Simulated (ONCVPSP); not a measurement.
**What one change does to a pseudopotential (Zn, ONCV)**

ONCVPSP 4.0.1 input, shortened (lines: element, Z, core and valence counts, functional; n l f; lmax; l rc ep ncon nbas qcut; lloc lpopt rc5 dvloc0; l nproj debl; icmod fcfact rcfact), PBE, non-relativistic:

```
  Zn 30.00    3    4        4      upf
    1    0    2.00
    2    0    2.00
    2    1    6.00
    3    0    2.00
    3    1    6.00
    3    2   10.00
    4    0    1.00
    2
    0    0.95    0.00    4    7   12.70
    1    0.80    0.00    4    9   18.00
    2    0.85    0.00    4    8   20.20
    4    3    0.50    2.00
    0    2    2.20
    1    2    1.70
    2    2    2.40
    3    2.00    1.75
```

In the p channel the program set the typed energies aside and used -3.379, 0.250 Ha.

Change: s: qcut 14.3; p: qcut 20.2; d: qcut 22.7.

Cutoffs: the cutoffs (Ha) at which the residual kinetic energy of the hardest occupied pseudo-wave falls to 1 and 0.1 mHa per electron; they do not see the model core or the augmentation charge, which bear on the density cutoff. Errors are all-electron minus pseudo energies relative to the spin-unpolarised reference configuration.

Task: How do hardness, ghosts and transferability respond?

Result: The potential gets harder (144 Ha and 164 Ha → 160 Ha and 184 Ha); of the 4 tests that both files solve, the error grows in 1 and shrinks in 0 by more than 15 % and 0.3 meV (median size 0.6 → 0.5 meV); neither file shows a bound ghost.

```tsv
quantity	base	changed
cutoff, loose	144 Ha	160 Ha
cutoff, tight	164 Ha	184 Ha
loose cutoff by channel	s 62 Ha, p 98 Ha, d 144 Ha	s 70 Ha, p 109 Ha, d 160 Ha
bound ghosts	none	none
GHOST(+) flags under 300 eV	none	none
error for 3s2 3p6 3d10 4s2, meV [ΔE -9.67 eV]	+0.2	+0.1
error for 3s2 3p6 3d10 4s0, meV [ΔE 18.08 eV]	+0.5	+0.4
error for 3s2 3p6 3d9 4s0, meV [ΔE 58.90 eV]	+0.7	+0.5
error for 3s1 3p6 3d10 4s2, meV [ΔE 124.21 eV]	+3.5	+6.4
s: phases at 0.96 bohr within 0.05 rad from the reference energy up to (Ha; the scan ends near 5)	to the end of the scan	to the end of the scan
p: phases at 0.81 bohr within 0.05 rad from the reference energy up to (Ha; the scan ends near 5)	to the end of the scan	to the end of the scan
d: phases at 0.87 bohr within 0.05 rad from the reference energy up to (Ha; the scan ends near 5)	to the end of the scan	to the end of the scan
rms error of d²Exc/dni dnj with the model core, mHa	1.34	1.19
```
